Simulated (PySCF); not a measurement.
NMR data sheet: C$_{7}$H$_{11}$BF$_{2}$O$_{2}$

```
Formula                               : C7H11BF2O2
SMILES                                : O=CO[C@H]1CC[C@@H](B(F)F)CC1
Point group of the computed structure : C1
Carbon signals                        : 5
Proton signals                        : 7
```

Mapped SMILES: `[O:1]=[CH:2][O:3][C@H:4]1[CH2:5][CH2:6][C@@H:7]([B:8]([F:9])[F:10])[CH2:11][CH2:12]1`. Each H is labelled by its parent atom. Ha(C5), Ha(C6), Ha(C11), Ha(C12) are cis to O3 on the ring; Hb(C5), Hb(C6), Hb(C11), Hb(C12) are trans to O3 on the ring.

- J: B3LYP/pcJ-1 (spin–dipole term only in couplings to heteroatoms)
- geometry: PBE0-D3(BJ)/def2-SVP
- shielding tensors at PBE/pcSseg-1 (GIAO)
- code: PySCF 2.14.0 with density-fitted response routines
- single conformer, averaged over atoms made equivalent by symmetry, fast rotation or ring inversion, non-relativistic, no solvent

δ = σ(ref) − σ, references computed at the same level: ¹H and ¹³C against TMS; ¹⁹F against CFCl3; ¹¹B against BF3·OEt2; ¹⁷O vs H2O.

| carbon | δC, type | δH (multiplicity, J in Hz) | HMBC from (abs. J ≥ 3 Hz) | span of the C tensor (ppm) |
| --- | --- | --- | --- | --- |
| C2 | 159.5, CH | 8.00 (q, 1.1) | H(C4) | 155 |
| C4 | 70.3, CH | 5.04 (ttd, 4.0, 2.8, 1.4) | H(C2), Ha(C5)/Ha(C12), Hb(C6)/Hb(C11) | 74 |
| C5/C12 | 33.8, CH2 | Ha(C5) 2.04 (m); Hb(C5) 1.35 (m) | Ha(C5)/Ha(C12), Ha(C6)/Ha(C11), Hb(C6)/Hb(C11) | 19 |
| C6/C11 | 24.3, CH2 | Hb(C6) 1.49 (m); Ha(C6) 1.73 (qd, 15.2, 4.3) | H(C4), Hb(C6)/Hb(C11), Hb(C5)/Hb(C12), H(C7) | 18 |
| C7 | 25.7, CH | 0.94 (ttt, 15.2, 4.3, 3.9) | Ha(C5)/Ha(C12) | 18 |

Other nuclei:
```
 atoms  nucleus             environment  δ (ppm)  σ (ppm)
F9/F10      ¹⁹F    fluorine bonded to B    -82.8    227.5
    B8      ¹¹B  boron bonded to C, 2 F     28.0     66.8
    O1      ¹⁷O   ester carbonyl oxygen    445.3   -110.6
    O3      ¹⁷O     ester alkoxy oxygen    254.1     80.5
```

Selected couplings (Hz, signed; the shortest-range and largest first, 30 at most; isotopes ¹³C, ¹H, ¹¹B, ¹⁹F): ¹J(C2,H(C2)) 230.8, ¹J(C4,H(C4)) 155.9, ¹J(B8,F9) -144.1, ¹J(C5,Ha(C5)) 138.0, ¹J(C6,Hb(C6)) 136.5, ¹J(C6,Ha(C6)) 132.7, ¹J(C5,Hb(C5)) 129.4, ¹J(C7,H(C7)) 120.7, ¹J(C7,B8) 83.4, ²J(C7,F9) 28.5, ²J(Ha(C5),Hb(C5)) -15.6, ²J(Hb(C6),Ha(C6)) -15.2, ²J(B8,H(C7)) -8.6, ²J(C6,B8) -1.7, ³J(Ha(C6),H(C7)) 15.2, ³J(Hb(C5),Ha(C6)) 15.0, ³J(C5,B8) 5.2, ³J(Hb(C5),Hb(C6)) 4.9, ³J(Ha(C5),Ha(C6)) 4.3, ³J(F9,H(C7)) 4.3, ³J(H(C4),Ha(C5)) 4.0, ³J(Hb(C6),H(C7)) 3.9, ³J(Ha(C5),Hb(C6)) 3.0, ³J(H(C4),Hb(C5)) 2.8, ³J(B8,Ha(C6)) 2.1, ³J(B8,Hb(C6)) 1.7, ³J(C6,F9) 1.3, ⁴J(B8,Ha(C5)) 1.5, ⁴J(H(C2),H(C4)) -1.4.

- δC 159.5: ester carbonyl carbon; it is a carbonyl in resonance with an O or N lone pair, the region of acids, esters and amides.
- δC 70.3: sp3 CH bonded to O; deshielded by the electronegative neighbour.
- δC 33.8, 24.3: sp3 CH2 in a ring; aliphatic region, no heteroatom directly attached.
- δH 5.04: hydrogen on an sp3 CH bonded to O; its carbon carries O, hence the downfield position.
- δH 2.04, 1.73, 1.49, 1.35: hydrogen on an sp3 CH2 in a ring.
- The protons at 1.73 and 0.94 share a coupling of 15.2 Hz (vicinal).

A carbon bonded to boron is broadened by the quadrupolar boron nucleus and is often missing from a measured spectrum. C–F couplings over four or more bonds (about 3 Hz to the para carbon of a fluoroarene) are left out. Multiplet labels drop couplings under 1 Hz and merge nearly equal ones. Couplings among chemically equivalent protons are left out too, so labels in AA′BB′ or AA′XX′ sets are apparent multiplicities. Unscaled 3J(H,H) at this level run about 10 % above measured values. Shifts are as computed. Against solution values, carbons near 30 ppm lie about +2 ppm off and those near 130 ppm about +2 ppm. Of 1313 compounds with measured shifts, 239 miss one by over three times the rms of a fit or turn the order of signals round; such compounds aren't used in these exercises. Unscaled 19F shifts against computed CFCl3 carry errors that often reach 10 to 50 ppm. Unscaled 17O shifts of doubly bonded oxygen tend to come out too high, by tens of ppm or more. Experimental scales use liquid or dissolved standards, which lie at an offset from isolated H2O (liquid H2O: subtract about 36 ppm). Vicinal couplings across rotatable single bonds and in flexible rings belong to the one computed conformer; a conformer average would change them.
